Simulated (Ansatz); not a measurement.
A made-up structure of CH3OSe (charge +1), singlet:

C1  (-0.873, -0.081, -0.684)
Se2  (0.537, -0.826, -0.024)
O3  (1.075, 0.450, 1.018)
H4  (-1.449, -0.660, -1.401)
H5  (-1.175, 0.924, -0.397)
H6  (-0.529, 0.851, -0.314)
(Å)

It is relaxed with PBE-D4/def2-SVP and then PBE0-D4/def2-TZVP (Ansatz 0.2.0). Atoms count as bonded within 1.22 times the sum of their covalent radii (H–H: 0.88 Å). The end point is not checked to be a true minimum.

**Question.** Does its bonding change? (A judgement: the text doesn't fix the answer.)

**Answer.** By the calculation: Yes. Formed: none; broken: H5–H6.

Where it ends: The first stage lowers the energy by 4.90 eV in 25 steps. It ends as CH₃OSe ([CH3][Se][O]), total charge +1:
C1  (-0.821, 0.225, -0.694)
Se2  (0.825, -0.481, -0.073)
O3  (0.891, -0.101, 1.468)
H4  (-1.390, -0.614, -1.120)
H5  (-1.338, 0.710, 0.133)
H6  (-0.583, 0.919, -1.513)
(Å)

Labels in which every atom is bracketed show which atoms are joined, not bond orders.

For scale, one of the runs: PBE0-D4/def2-TZVP relaxation, 128 basis functions, launched by `ansatz run in.yaml --threads 2 --pin off --events-out ev --progress --plain --max-ram 4352MiB`. The run took about 16 s on 2 CPU threads of an Arm Neoverse V2 (shared host).
